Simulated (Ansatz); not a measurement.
A single point on H2Sb, SMILES `[SbH2]` radical.

```yaml
crystal:
  periodic: [false, false, false]
  atoms:
    - {symbol: Sb, position_ang: [0.659761, -0.346281, 0.315690]}
    - {symbol: H, position_ang: [0.046655, 1.244228, 0.163195]}
    - {symbol: H, position_ang: [-0.717316, -0.962748, -0.492084]}
basis:
  gaussian: {orbitals: def2-TZVPP}
magnetization: {spin_polarized: true, initial_magnetization: 1}
hamiltonian: {xc: pbe}
correlation: {method: rpa}
```

```sh
$ ansatz run in.yaml --threads 2 --pin off --events-out ev --progress --plain
```

Output, abridged:

```
Functional definition: PBE
609 factors; integrals over basis functions are off by at most 6.2e-4 eV
mean field evaluation 1: about -6568.3446 eV, gradient 9.3e0 eV
mean field evaluation 2: about -6568.3370 eV, gradient 9.4e0 eV
mean field evaluation 4: about -6568.9998 eV, gradient 2.1e0 eV
mean field evaluation 8: about -6569.0190 eV, gradient 2.9e-2 eV
mean field evaluation 16: about -6569.0190 eV, gradient 7.0e-6 eV
mean field -6569.01903087 eV, -241.4069967435 hartree, gradient 3.7e-7 eV, S^2 0.753263; 0 other end points of the search recorded, 0 dependent functions left out
4 core orbitals not correlated: weight in the atoms' cores, before any rotation towards them, 1.000 or more for the frozen orbitals, at most 0.000 for the correlated occupied ones
reference -6541.25538893 eV, -240.3867017209 hartree; 9, 8 occupied and 65, 66 virtual orbitals, 609 factors
Total energy: -6554.91890797 eV, -240.8888267843 hartree
```

Hardware: 2 threads of a server CPU on a shared host. Wall time 0.8 s, peak host memory 0.16 GiB.
